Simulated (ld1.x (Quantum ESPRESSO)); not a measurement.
# Pseudopotential generation for Cr (Z = 24): TM, PBE, non-relativistic.

ld1.x (Quantum ESPRESSO) 7.5 input, shortened:

```
&input
   title='Cr', zed=24., rel=0, dft='PBE', iswitch=3,
   config='[Ar] 3d5 4s1 4p0'
 /
 &inputp
   pseudotype=2, tm=.true., lloc=1,
   nlcc=.false.
 /
3
3S  1  0   2.00   0.00  1.50  1.50  0.0
3D  3  2   5.00   0.00  1.45  1.45  0.0
3P  2  1   6.00   0.00  0.30  0.30  0.0
 &test
   configts(1)='3s2 3p6 3d5 4s1 4p0'
 /
```

Occupied shells without a wave of their own: 4s. They enter only through the test configuration that unscreens the potential.

All-electron outer shells of the reference configuration (PBE, non-relativistic, ld1.x):

| shell | level (eV) | outermost node (bohr) | outermost maximum (bohr) |
| --- | --- | --- | --- |
| 2p | -558.96 | – | 0.20 |
| 3s | -72.51 | 0.36 | 0.79 |
| 3p | -45.10 | 0.33 | 0.80 |
| 4s | -3.91 | 1.13 | 2.78 |
| 3d | -2.99 | – | 0.84 |
| 4p | -0.98 | 1.25 | 3.94 |

Task: Is a potential produced?

Result: No. ld1.x (Quantum ESPRESSO) 7.5 stopped with "run_pseudo: Errors in PS-KS equation": the pseudo-atom solver did not find the valence states with the expected number of nodes, which is the usual sign of a ghost state. The 3p radius of 0.30 bohr lies inside the outermost node of the all-electron wave at 0.33 bohr. Before that it printed "Warning: n=2, l=1 expected 0 nodes, found 1".
